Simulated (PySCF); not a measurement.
SCF from a fresh guess for doublet PdH₃, at the PBE0 minimum. PySCF input:

```python
from pyscf import gto, scf, dft
mol = gto.M(atom='''
Pd    -0.013960     0.027980     0.000000
H     -0.000000    -1.742790    -0.404460
H     -0.001860    -1.745090     0.404840
H      1.468860     0.548210    -0.000510''',
    basis={'Pd': 'def2-TZVP', 'H': 'def2-TZVP'},
    ecp={'Pd': 'def2-TZVP'},
    charge=0, spin=1)
mf = dft.UKS(mol, xc='PBE0')
mf.grids.atom_grid = (50, 194)
aux = {'Pd': 'def2-universal-JKFIT', 'H': 'def2-universal-JKFIT'}
mf = mf.density_fit(auxbasis=aux)
mf.conv_tol = 1e-08
mf.diis_space = 10
mf.max_cycle = 60
mf.init_guess = 'minao'
mf.verbose = 4
mf.kernel()
```

Excerpt of the output (cycles alone):

```
init E= -120.094553224048
cycle= 1 E= -128.252207681151  delta_E= -8.16  |g|= 2.02  |ddm|= 3.07
cycle= 2 E= -112.063442470533  delta_E= 16.2  |g|=  4.1  |ddm|= 12.5
cycle= 3 E= -129.04808434944  delta_E=  -17  |g|= 1.14  |ddm|= 12.4
cycle= 4 E= -129.583735366762  delta_E= -0.536  |g|= 0.309  |ddm|= 1.15
cycle= 5 E= -129.619749580563  delta_E= -0.036  |g|= 0.114  |ddm|= 0.233
cycle= 6 E= -129.623718624329  delta_E= -0.00397  |g|= 0.0517  |ddm|= 0.0676
cycle= 7 E= -129.625053655134  delta_E= -0.00134  |g|= 0.0113  |ddm|= 0.0518
cycle= 8 E= -129.625199518574  delta_E= -0.000146  |g|= 0.00518  |ddm|= 0.0192
cycle= 9 E= -129.625235545846  delta_E= -3.6e-05  |g|= 0.00138  |ddm|= 0.011
cycle= 10 E= -129.625243454306  delta_E= -7.91e-06  |g|= 0.000481  |ddm|= 0.00712
cycle= 11 E= -129.625243925377  delta_E= -4.71e-07  |g|= 0.000211  |ddm|= 0.00168
cycle= 12 E= -129.62524404092  delta_E= -1.16e-07  |g|= 5.45e-05  |ddm|= 0.0008
cycle= 13 E= -129.625244065468  delta_E= -2.45e-08  |g|= 2.06e-05  |ddm|= 0.000446
cycle= 14 E= -129.625244067364  delta_E= -1.9e-09  |g|= 4.8e-06  |ddm|= 0.000137
Extra cycle  E= -129.625244067414  delta_E= -4.95e-11  |g|= 4.48e-06  |ddm|= 1.57e-05
converged SCF energy = -129.625244067414  <S^2> = 0.75318433  2S+1 = 2.0031818
```

No lower solution of this spin was found from smeared starts or by a stability analysis within the unrestricted form.

With open d or f shells other occupations or spin states may lie lower.

The search for the lowest solution, 3 starts and the stability check together, took 5.7 s on 2 threads of a shared Arm Neoverse V1 host, with 58 basis functions; the process peaked at 0.34 GiB. Launch command: `OMP_NUM_THREADS=2 python axn.py task.json out`.
